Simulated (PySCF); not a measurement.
**Computed structure and properties of [TbBr2]+**

System: [TbBr2]+ (singlet in the valence; each metal's 4f electrons, 8 of them, lie in its core potential, out of spins and levels); start: template (C2v). Method: PySCF 2.14.0, RKS PBE0, Tb lcecp-1-SVP with ECP54, Br def2-SVP; non-relativistic Hamiltonian with scalar-relativistic core potentials where named; density fitting; no spin-orbit coupling.

Input of the relaxation:

```python
mol = gto.M(atom='''
Tb     0.00000     0.00000    -0.56410
Br     2.52960    -0.00000     0.56800
Br    -2.52960     0.00000     0.56800''',
    basis={'Tb': 'lcecp-1-SVP', 'Br': 'def2-SVP'},
    ecp={'Tb': 'lcecp-1-SVP'},
    charge=1, spin=0)
mf = dft.RKS(mol, xc='PBE0')
mf.grids.atom_grid = (50, 194)  # f atoms: unpruned, at least (60, 302)
mf = mf.density_fit()  # fitting sets: Tb AutoAux, Br def2-universal-JKFIT
mf.conv_tol = 1e-08; mf.max_cycle = 55
mf.kernel(dm0)  # dm0: converged density of the start geometry
# quasi-Newton relaxation in Cartesian coordinates to a largest gradient under 0.00045 Eh/bohr, steps kept in the point group
```

Run from Python with OMP_NUM_THREADS=2; the lines above give its settings. Where DIIS fails, smearing, a level shift and second-order steps follow.
It took 49 s on 2 threads of Intel(R) Xeon(R) Platinum 8259CL CPU @ 2.50GHz (Skylake/Cascade Lake), on a shared host, from the converged density of the start.

Course of the relaxation:

```json
{"step": "0", "energy above end (eV)": "0.6633", "largest force component within the symmetry (eV/Å)": "2.047"}
{"step": "1", "energy above end (eV)": "0.2447", "largest force component within the symmetry (eV/Å)": "1.194"}
{"step": "2", "energy above end (eV)": "0.1051", "largest force component within the symmetry (eV/Å)": "0.770"}
{"step": "3", "energy above end (eV)": "0.0621", "largest force component within the symmetry (eV/Å)": "0.228"}
{"step": "4", "energy above end (eV)": "0.0264", "largest force component within the symmetry (eV/Å)": "0.363"}
{"step": "5", "energy above end (eV)": "0.0097", "largest force component within the symmetry (eV/Å)": "0.286"}
{"step": "6", "energy above end (eV)": "0.0003", "largest force component within the symmetry (eV/Å)": "0.036"}
{"step": "7", "energy above end (eV)": "0.0000", "largest force component within the symmetry (eV/Å)": "0.010"}
{"step": "8", "energy above end (eV)": "0.0000", "largest force component within the symmetry (eV/Å)": "0.000"}
```

Relaxed geometry (C2v):

```xyz
3

Tb    0.0000    0.0000   -0.7762
Br    2.0756    0.0000    0.6741
Br   -2.0756    0.0000    0.6741
```

| contact | Å |
| --- | --- |
| Tb1–Br2 (Br) | 2.532 |
| Tb1–Br3 (Br) | 2.532 |

On the finer grid (75, 302):

```yaml
HOMO: -12.95 eV
LUMO: -7.91 eV
Dipole_about_the_centre_of_mass: 7.29 D
Set_of_Mulliken_populations_of_Tb1_outside_the_core_potential: s 2.25, p 6.20, d 1.26, f 0.03
D3_BJ_dispersion_energy_not_in_the_energies: -0.079 eV
```

```csv
atom,Mulliken (e),Löwdin (e),spin (e)
Tb1,1.26,0.61,0.00
Br2,-0.13,0.19,0.00
Br3,-0.13,0.19,0.00
```

The 4f levels lie in the core potential and are missing. Their spin isn't counted.

On the grid (50, 194), as all that follows. Harmonic modes: a minimum within the noise of the softest modes; lowest 51 cm⁻¹ (negative: unstable), highest 281 cm⁻¹, zero-point energy 0.037 eV.

Taking off one Br (charge -1, singlet; the rest: singlet) in vacuum, both parts rigid, costs 13.74 eV; the small basis without counterpoise inflates it. Most of it is the attraction of opposite charges; other ways to part are cheaper, and one spin state was tried for the rest.

Rigid scan of Br along the line from its metal:

distance to Br2 (Å), energy (eV) and a bar:
```
     2.23      0.932 #######
     2.33      0.360 ###
     2.43      0.078 #
     2.53      0.000 
     2.63      0.065 #
     2.73      0.226 ##
     2.93      0.718 ######
     3.23      1.619 ############
     3.63      2.773 #####################
     4.13      3.903 ##############################
```

One start shape was tried, so this needn't be the lowest isomer.

An lcecp potential fixes the number of 4f electrons, so in runs with it no electron can move into or out of that shell.
